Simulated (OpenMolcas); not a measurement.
Os6+ among 8 point charges of -0.78 e arranged as a cube (Oh), 2.04 Å from the ion.
```
   1.1778    1.1778    1.1778  -0.78
   1.1778    1.1778   -1.1778  -0.78
   1.1778   -1.1778    1.1778  -0.78
   1.1778   -1.1778   -1.1778  -0.78
  -1.1778    1.1778    1.1778  -0.78
  -1.1778    1.1778   -1.1778  -0.78
  -1.1778   -1.1778    1.1778  -0.78
  -1.1778   -1.1778   -1.1778  -0.78
```

| Property | Result |
| --- | --- |
| Program | OpenMolcas 26.06 |
| Method | CASSCF |
| Basis | ANO-RCC-VTZP [8s7p5d3f2g1h] |
| Scalar Hamiltonian | DKH2, point nucleus |
| Active space | 2 electrons in 5 orbitals (5d) |
| State averaging | 2S+1 = 3 even, 10 roots; 2S+1 = 1 even, 15 roots |
| Spin-orbit coupling | state interaction with AMFI integrals over the reference wave functions |

Problem. What is the spin-free ground state (labels of O, the rotations of Oh)?

Solution. 3A2, 1-fold in its orbital part, 100 % from free-ion F terms; it has the highest spin that d2 allows.

Problem. Where is the first state of the same spin?

Solution. 3T2 at 2680 cm-1 above the ground state.

Problem. What are the lowest two levels with spin-orbit coupling?

Solution. A 3-fold level T2, then a 2-fold level E 1081 cm-1 above it. Their leading multiplicities are 3 (91 %) and 3 (88 %).

Problem. What is χT at 300 K, and how does it compare with the textbook value?

Solution. The lowest level has 2S+1 = 3, for which the spin-only value is χT = S(S+1) / 2 = 1.000 cm3 K/mol (g = 2). The computed 0.173 at 300 K differs by -0.827, through orbital momentum, spin-orbit coupling and any other state in reach.

Problem. Which ligand-field parameters describe the states?

Solution. A least-squares ligand-field fit to the states below 45000 cm-1, each weighted by its degeneracy and with a free common offset, gives 10Dq = -2673 cm-1 (negative for this site), B = 929 cm-1 and C = 3855 cm-1 (C/B = 4.15), with an rms deviation of 41 cm-1. 

Spin-orbit coupling mixes the spin-free states strongly: the lowest level takes only 43 % from its leading state, 3T2, which lies 2681 cm-1 above the lowest spin-free state. Without dynamic correlation the repulsion within the d shell is too large (B by tens of per cent), so at a given field states of lower spin stand too high. The ground term spreads over less than 5000 cm-1, several times less than with real ligands, so orbital moments are less quenched and χT lies further from the spin-only value than at real sites. Point charges carry no covalency, so the field is a model and not that of real ligands. No measured value stands beside these numbers.
